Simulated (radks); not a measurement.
Results of a calculation; reference values are marked as such.
Ho XII, 56 electrons, occupied as [Kr] 4d10 4f8 5s2 (the NIST ground configuration).

Code: a radial shooting solver on a logarithmic mesh with Libxc functionals. Model: scalar-relativistic Kohn-Sham, r2SCAN, spin-polarised, spherical densities, finite nucleus; open shells are filled with parallel spins first (spin-orbit coupling, left out, can overturn this in heavy ions); meta-GGA in the generalised Kohn-Sham scheme; Fermi nuclear charge, rms radius 5.2022 fm.

Energy parts (eV):
part                      energy
total                 -342341.01
kinetic                370277.52
electron-nucleus      -827484.60
Hartree                122048.83
exchange-correlation    -7182.77

Orbitals (lengths in bohr, moments of r in powers of bohr):
| orbital | occ. | eigenvalue (eV) | <1/r> |
|---|---|---|---|
| 1s up | 1 | -55774.55 | 76.04 |
| 1s down | 1 | -55774.58 | 76.04 |
| 2s up | 1 | -9522.457 | 17.70 |
| 2s down | 1 | -9522.450 | 17.70 |
| 2p up | 3 | -8456.384 | 16.38 |
| 2p down | 3 | -8456.375 | 16.38 |
| 3s up | 1 | -2295.677 | 6.530 |
| 3s down | 1 | -2291.626 | 6.538 |
| 3p up | 3 | -1968.194 | 6.103 |
| 3p down | 3 | -1964.146 | 6.112 |
| 3d up | 5 | -1552.052 | 5.778 |
| 3d down | 5 | -1548.938 | 5.787 |
| 4s up | 1 | -621.4856 | 2.762 |
| 4s down | 1 | -613.1069 | 2.757 |
| 4p up | 3 | -512.3963 | 2.539 |
| 4p down | 3 | -504.1313 | 2.534 |
| 4d up | 5 | -364.0925 | 2.263 |
| 4d down | 5 | -355.8565 | 2.256 |
| 4f up | 7 | -199.4708 | 1.855 |
| 4f down | 1 | -191.2998 | 1.836 |
| 5s up | 1 | -224.1280 | 1.219 |
| 5s down | 1 | -219.9170 | 1.199 |

The highest occupied level is 4f down at -191.30 eV. The electron density at the nucleus is 8.473e+05 e/bohr^3 (large components only). Summed over all electrons, <r^2> = 14.58 bohr^2, which gives a Langevin (diamagnetic) susceptibility term of -11.5 x 10^-6 cm^3/mol.
